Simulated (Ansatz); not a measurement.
Cost and result for the atomization energy of `N/C(Cl)=[CH]/[GeH3]` (11 atoms, 10 bonds).

```csv
atom,x (Å),y (Å),z (Å)
N1,0.279,1.457,1.727
C2,0.282,0.775,0.535
Cl3,1.116,1.662,-0.704
C4,-0.311,-0.388,0.260
Ge5,-0.386,-1.211,-1.479
H6,-0.003,0.911,2.525
H7,1.076,2.049,1.897
H8,-0.799,-0.890,1.092
H9,-1.195,-2.513,-1.344
H10,1.020,-1.552,-2.002
H11,-1.078,-0.298,-2.507
```

Total charge 0; spin multiplicity 1. Correlated methods include outer-core shells of Ge, which these sets cover unevenly. Scalar relativity is left out up to krypton. The geometry is a stationary point of PBE0-D4/def2-TZVP. It is one conformer, not always the lowest. Program: Ansatz. All runs use 4 threads of an Arm Neoverse V1 on a shared host. Times are those of one run each, without the atoms' runs, and a repeat can differ threefold. Electronic energies, without spin–orbit coupling; frozen cores. CCSD(T)/CBS adds CCSD(T) − MP2 in def2-TZVPP to the MP2 limit, and its time is that of the two runs behind it. T1 = 0.012. With those shells the extrapolation isn't a true limit. B3LYP takes the VWN-RPA correlation (the form of Gaussian; ORCA's B3LYP/G).

CCSD(T)/CBS is a level of theory with its own doubt, some kJ/mol a heavy atom from the limit and from the frozen cores, so smaller differences don't rank the functionals.

```csv
level,functions,atomization (kcal/mol),difference from CCSD(T)/CBS,per bond
B3LYP-D4/def2-TZVPP (with forces),267,898.7,-1.0,-0.1
PBE-D4/def2-TZVPP (with forces),267,922.9,23.2,2.3
MP2/def2-QZVPP,510,903.0,3.3,0.3
PBE0-D4/def2-TZVPP,267,904.3,4.6,0.5
ωB97X-V/def2-TZVPP,267,903.7,4.0,0.4
B2PLYP/def2-TZVPP,267,888.0,-11.7,-1.2
CCSD(T)/def2-TZVPP,267,875.9,-23.8,-2.4
r2SCAN-D4/def2-TZVPP (with forces),267,902.5,2.8,0.3
CCSD(T)/CBS(def2),–,899.7,0.0,0.0
ωB97M-V/def2-TZVPP (with forces),267,900.7,1.0,0.1
```

Problem. Order the runs by time, with rough figures. (Estimate.)

Solution. Ansatz gave: PBE-D4/def2-TZVPP (with forces) 3.3 s; PBE0-D4/def2-TZVPP 4.9 s; B3LYP-D4/def2-TZVPP (with forces) 7.5 s; r2SCAN-D4/def2-TZVPP (with forces) 8 s; B2PLYP/def2-TZVPP 9 s; ωB97X-V/def2-TZVPP 11 s; ωB97M-V/def2-TZVPP (with forces) 17 s; MP2/def2-QZVPP 35 s; CCSD(T)/def2-TZVPP 6 min; CCSD(T)/CBS(def2) 6.6 min.

The D4 term adds +10.1 kcal/mol with B3LYP and +5.3 kcal/mol with PBE0; it sums over pairs of atoms, weighted by their polarisabilities, and B3LYP, whose exchange is more repulsive, gets the larger term. In def2-TZVPP, CCSD(T) changes the Hartree–Fock value by +251.4 kcal/mol (the triples alone add +16.8 kcal/mol) and MP2 by +264.6 kcal/mol; breaking electron pairs costs correlation energy, which Hartree–Fock lacks. From PBE to PBE0 (25 % exact exchange), in def2-TZVPP and without D4, the atomization energy moves by −17.7 kcal/mol: exact exchange takes away binding that semilocal exchange gives to molecules.
